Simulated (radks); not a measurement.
Valence configurations of Pm (all share [Xe]). Method: scalar-relativistic Kohn-Sham, PBE, spin-polarised, spherical densities, point nucleus; open shells are filled with parallel spins first (spin-orbit coupling, left out, can overturn this in heavy ions); computed with a radial shooting solver on a logarithmic mesh with Libxc functionals. Energies are relative to 4f5 6s2; eigenvalues in eV for spin up.

| valence | E (eV) | moment (Bohr magnetons) | e(4f) | e(5d) | e(6p) | e(6s) |
|---|---|---|---|---|---|---|
| 4f5 6s2 | 0.000 | 5 | -3.157 | - | - | -3.623 |
| 4f5.5 6s1.5 | 0.662 | 6 | -0.458 | - | - | -3.302 |
| 4f4.5 5d0.5 6s2 | 1.088 | 5 | -5.758 | -2.601 | - | -3.897 |
| 4f4 5d1 6s2 | 3.234 | 5 | -8.575 | -3.201 | - | -4.123 |
| 4f7 | 5.850 | 7 | -0.344 | - | - | - |
| 4f5 5d0.5 6s1.5 | 0.636 | 6 | -2.490 | -1.744 | - | -3.553 |
| 4f5 5d1 6s1 | 1.111 | 7 | -1.893 | -1.508 | - | -3.455 |
| 4f4.5 6s2 6p0.5 | 1.816 | 5 | -7.250 | - | -1.871 | -4.563 |
| 4f4 6s2 6p1 | 5.496 | 5 | -11.740 | - | -2.424 | -5.447 |

NIST lists [Xe] 4f5 6s2 as the ground configuration; this level of theory agrees among the configurations tried. The energies are those of spherical high-spin densities, not of single terms. No valid solution was reached for [Xe] 4f6 6s1.
